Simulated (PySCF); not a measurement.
Gas-phase reaction: 2 GeH₂ + GeHCl₃ ⇌ GeH₃Cl + 2 GeHCl

Energies from PySCF (xtb for GFN2), thermal terms from the rigid-rotor harmonic-oscillator model, ideal gas at 1 bar. † marks an energy on the PBE0/def2-TZVP geometry and frequencies; other levels use their own. MP2 freezes the core. 6-31G* has spherical d functions here. All species are closed-shell singlets. B3LYP is the form with VWN-RPA correlation. Ge: all electrons, no relativistic terms. GeH₂, GeHCl: computed as isolated molecules; such fragments, hydroxides, amides, oligomers or adducts are transient or little studied in the gas. MP2 isn't extrapolated to the basis-set limit; its ΔH°(298 K) is -85.5 kJ in def2-SVP and -97.7 kJ in def2-TZVPP. The harmonic model lacks anharmonicity and excited electronic states, which grow with temperature; levels with a mode under 35 cm⁻¹ are left out.

```json
[
 {"level": "B3LYP/6-31G*", "ΔE electronic, kJ": "-127", "ΔH°(298 K), kJ": "-120", "ΔS°(298 K), J/K": "22", "ΔG°(1400 K), kJ": "-145"},
 {"level": "GFN2-xTB", "ΔE electronic, kJ": "-152", "ΔH°(298 K), kJ": "-144", "ΔS°(298 K), J/K": "17", "ΔG°(1400 K), kJ": "-161"},
 {"level": "M06-2X/def2-TZVP†", "ΔE electronic, kJ": "-104", "ΔH°(298 K), kJ": "-97", "ΔS°(298 K), J/K": "22", "ΔG°(1400 K), kJ": "-121"},
 {"level": "MP2/def2-SVP†", "ΔE electronic, kJ": "-93", "ΔH°(298 K), kJ": "-85", "ΔS°(298 K), J/K": "22", "ΔG°(1400 K), kJ": "-110"},
 {"level": "MP2/def2-TZVPP†", "ΔE electronic, kJ": "-105", "ΔH°(298 K), kJ": "-98", "ΔS°(298 K), J/K": "22", "ΔG°(1400 K), kJ": "-122"},
 {"level": "PBE/def2-SVP", "ΔE electronic, kJ": "-122", "ΔH°(298 K), kJ": "-115", "ΔS°(298 K), J/K": "21", "ΔG°(1400 K), kJ": "-138"},
 {"level": "PBE/def2-TZVP†", "ΔE electronic, kJ": "-127", "ΔH°(298 K), kJ": "-120", "ΔS°(298 K), J/K": "22", "ΔG°(1400 K), kJ": "-145"},
 {"level": "PBE0/def2-TZVP", "ΔE electronic, kJ": "-118", "ΔH°(298 K), kJ": "-110", "ΔS°(298 K), J/K": "22", "ΔG°(1400 K), kJ": "-135"},
 {"level": "r2SCAN/def2-TZVP†", "ΔE electronic, kJ": "-119", "ΔH°(298 K), kJ": "-112", "ΔS°(298 K), J/K": "22", "ΔG°(1400 K), kJ": "-136"},
 {"level": "ωB97M-V/def2-TZVP†", "ΔE electronic, kJ": "-110", "ΔH°(298 K), kJ": "-102", "ΔS°(298 K), J/K": "22", "ΔG°(1400 K), kJ": "-127"},
 {"level": "ωB97X-V/def2-TZVP†", "ΔE electronic, kJ": "-108", "ΔH°(298 K), kJ": "-101", "ΔS°(298 K), J/K": "22", "ΔG°(1400 K), kJ": "-125"}
]
```
ΔH° is lowest at GFN2-xTB and highest at MP2/def2-SVP†. No reference value is set beside these.
